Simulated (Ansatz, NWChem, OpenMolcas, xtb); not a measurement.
From O to Te: the dipole moment

Gas-phase molecules, one atom swapped for its congeners: GeO; GeS (germanium sulfide); GeSe (Germanium monoselenide); GeTe. All are singlets with charge 0.

Shapes, held fixed at every level: measured bond length; GeO from PBE0-D4/def2-TZVP. Programs: Ansatz 0.2.0, NWChem 7.3.0, OpenMolcas 26.06, xtb 6.7.1. A level may come from different programs for different species; with the same settings they agree closely. Values in D.

```json
{"level": "GFN0-xTB", "GeO": "5.18", "GeS": "5.03", "GeSe": "5.13", "GeTe": "5.49"}
{"level": "HF/STO-3G", "GeO": "1.54", "GeS": "1.26", "GeSe": "2.67", "GeTe": "3.20"}
{"level": "HF/3-21G", "GeO": "3.30", "GeS": "3.64", "GeSe": "2.70", "GeTe": "2.38"}
{"level": "PBE0/def2-SVP", "GeO": "3.03", "GeS": "1.97", "GeSe": "1.68", "GeTe": "1.16"}
```

At PBE0/def2-SVP the dipole moment falls at every step, from 3.03 to 1.16 D. 1 of 4 levels show this order throughout; 1 agree on the largest and the smallest. For atoms past krypton def2 sets carry core potentials with scalar relativity. All-electron rows are non-relativistic unless named. Relativity is left out for Ge, Se. GFN0-xTB strays far from the other rows.
